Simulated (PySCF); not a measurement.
## Dipole moment and polarisability of `C=[CH][Al]([CH]=C)[CH]=C`

Species: C6H9Al.
Numbering: `[CH2:1]=[CH:2][Al:3]([CH:4]=[CH2:5])[CH:6]=[CH2:7]` (hydrogens: H8, H9 on C1; H10 on C2; H11 on C4; H12, H13 on C5; H14 on C6; H15, H16 on C7)

Geometry (PBE0-D3(BJ)/def2-SVP, Å), atoms numbered from 1 in this order:
```
atom  x, y, z in Å
C1    -1.5222   -2.1871   -1.1060
C2    -0.3119   -1.8065   -0.6633
Al3    0.0012    0.0046   -0.0146
C4     1.7656    0.5166    0.6347
C5     2.7801   -0.3643    0.6614
C6    -1.4509    1.3041   -0.0078
C7    -1.2661    2.5516    0.4568
H8    -2.3813   -1.5038   -1.1234
H9    -1.7300   -3.1998   -1.4768
H10    0.4726   -2.5771   -0.6929
H11    1.9990    1.5265    1.0029
H12    3.7849   -0.1091    1.0241
H13    2.6606   -1.4003    0.3188
H14   -2.4631    1.0748   -0.3722
H15   -2.0636    3.3064    0.4783
H16   -0.2971    2.8903    0.8460
```

Level: CAM-B3LYP/def2-SVPD (PySCF), static field, nuclei fixed, core orbitals frozen in the response. The polarisability tensor in these axes (au):

```
x   112.58  -3.73  11.96
y    -3.73 111.68  13.49
z    11.96  13.49  73.04
```

Q: What are the eigenvalues, a third of the trace, and Δα (Δα² = ½Σ(αi − αj)² over the three pairs)?

A: Principal values 65.47, 115.89 and 115.95 au; mean 99.10 au = 14.69 Å³ = 16.34 × 10⁻⁴⁰ C²·m²/J; Δα = 50.45 au (51 % of the mean).

Q: What is the dipole moment?

A: 0.01 D at this geometry.

Q: What are the principal values of the traceless quadrupole moment, Θ = ½Σq(3rr − r²1), about the centre of nuclear charge?

A: -4.74, 2.36, 2.38 D·Å. The electronic extent ⟨r²⟩ about the same centre is 1232 bohr², a root-mean-square distance of 2.44 Å for the 58 electrons.

Q: Find the Langevin capture rate constant for NH4+ (18.034 u) meeting this molecule (108.052 u), k = 2.342 × 10⁻⁹ cm³/s × √(α in Å³ / reduced mass in u).

A: The reduced mass is 15.45 u, so k = 2.28 × 10⁻⁹ cm³/s.

Q: Form Σ f/ω² (atomic units) for the 10 lowest TDDFT singlets, given as eV and f, and set it beside the mean polarisability, which is this sum over all singlets: 5.11, 0.0000; 5.11, 0.0000; 5.92, 0.2674; 5.92, 0.2683; 6.18, 0.0018; 6.46, 0.0000; 6.81, 0.0000; 6.81, 0.0000; 7.19, 0.0003; 7.19, 0.0000.

A: They add up to 11.36 au, 11.5 % of the 99.10 au; the largest single term is 5.67 au, from the state at 5.92 eV. Terms in order: 0.00, 0.00, 5.65, 5.67, 0.03, 0.00, 0.00, 0.00, 0.00, 0.00 au. Higher excitations give the rest. The strengths listed sum to 0.538.

Q: What depolarisation ratio follows for Rayleigh scattering of linearly polarised light, taking the static tensor?

A: ρ = 3Δα²/(45ᾱ² + 4Δα²) = 7636.7/(441957 + 10182.2) = 0.0169.

The structure is a single PBE0-D3(BJ)/def2-SVP conformer in the gas phase; no vibrational or solvent corrections.

These values come from a run that also computed excited states and ΔSCF ions. Hardware: x86-64 server, one thread, shared host. Cost: 4.2 min of wall time.
